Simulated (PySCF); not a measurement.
# CsAs⁺ at B97-3

Level: B97-3. basis Cs def2-SVP with ECP46, As def2-SVP; scalar-relativistic core potentials; PySCF 2.14.

For CsAs⁺, the state is ⁴Σ⁻ (quartet), unpaired electrons σ ↑, π ↑↑ and the bond length is 4.052 Å. The harmonic wavenumber is 42.8 cm⁻¹, the force constant is 0.0517 mdyn/Å and the rotational constant Be is 0.02143 cm⁻¹. The anharmonicity ωexe is 0.491 cm⁻¹. The vibration–rotation constant αe is 0.000234 cm⁻¹, the well depth De to Cs⁺ + As is 0.11 eV and the dissociation energy D0 is 0.10 eV. The bond order (Mayer) is 0.13 and the dipole moment (positive dipole points towards As; it is taken about the centre of mass and depends on that origin) is -5.82 D.

The bond is weak. Basis-set superposition, not corrected here, can be much of De in a small basis, most of all at correlated wavefunction levels. Spin–orbit coupling is left out, which matters for elements this heavy, above all for dissociation energies. For an ion De counts to the pair picked by the measured ionisation energies or electron affinities, which need not be the lowest pair at this level. The state was picked by a PBE0 search and need not be the measured ground state.
